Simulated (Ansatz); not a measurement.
Molecule: C$_{5}$H$_{11}$O (charge 0, doublet). It need not be the lowest isomer of its formula. 
Structure (B3LYP-D3(BJ)/def2-TZVP (Ansatz, a quantum-chemistry and plane-wave program) minimum search):
SMILES: CCC[C@H](C)[O]
```xyz
17

C     -2.6971    -0.6261    -0.3726
C     -1.4918     0.0463     0.2780
C     -0.2046    -0.1568    -0.5122
C      1.0406     0.4303     0.1735
C      2.2942     0.4112    -0.7071
O      1.2630    -0.0950     1.4159
H     -2.5471    -1.7053    -0.4539
H     -3.6058    -0.4603     0.2086
H     -2.8712    -0.2404    -1.3802
H     -1.3490    -0.3406     1.2892
H     -1.6833     1.1197     0.3828
H     -0.2972     0.2920    -1.5059
H     -0.0257    -1.2258    -0.6683
H      0.8130     1.4935     0.4159
H      3.1374     0.8494    -0.1742
H      2.1291     0.9673    -1.6312
H      2.5473    -0.6180    -0.9681
```
Charge 0, spin multiplicity 2.

Parts of the frozen-core correlation energy in cc-pVTZ (Ansatz, hartree). Frozen orbitals: 6; correlated occupied orbitals by spin: 19 and 18; virtual: 309 and 310. UHF or UKS for open shells. Spin-orbit coupling is left out. Non-relativistic.

| term | value |
|---|---|
| reference (HF) | -270.66544 |
| MP2 opposite-spin | … |
| MP2 same-spin | … |
| CCSD correlation | -1.13448 |
| (T) | … |
| T1 diagnostic | 0.015 |
| largest doubles amplitude | 0.007 |
| <S^2> of the reference | 0.760 |

Problem. Some entries are withheld; supply them.

Solution. 
- MP2 opposite-spin, value: -0.82475
- MP2 same-spin, value: -0.24091
- (T), value: -0.04339
